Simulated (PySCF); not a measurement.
From computed data to an observable: oscillator strength and radiative lifetime

CH₇BOP₂, SMILES COB(P)P.

Geometry optimised at B3LYP-D3(BJ)/def2-SVP. This is a generated structure with no PubChem entry under its InChIKey; it may be hypothetical. One conformer was computed; it need not be the lowest.

PySCF with TDA-PBE/def2-SVPD puts the first singlet state with f over 0.02 at 4.64 eV (vertical), with the transition dipole (-0.470, 0.693, -0.389) in atomic units.

Q: Find the oscillator strength, the wavelength and the radiative lifetime that this transition would have in vacuum if emission retraced absorption.

A: 
|μ|² = 0.8525 au, so |μ| = 2.35 D. ΔE = 4.64/27.211 = 0.1705 hartree. f = (2/3) ΔE |μ|² = 0.097 (the program prints 0.097).
λ = 1239.84/4.64 = 267 nm; ν = 37424 cm⁻¹.
Einstein's coefficient A = 0.6670 ν² f s⁻¹ (ν in cm⁻¹) = 9.1e7 s⁻¹, so τ = 1/A = 11 ns. This state is S1. The figure is the radiative limit of this one transition; relaxation, internal conversion, crossing to triplets and a medium change what is measured.
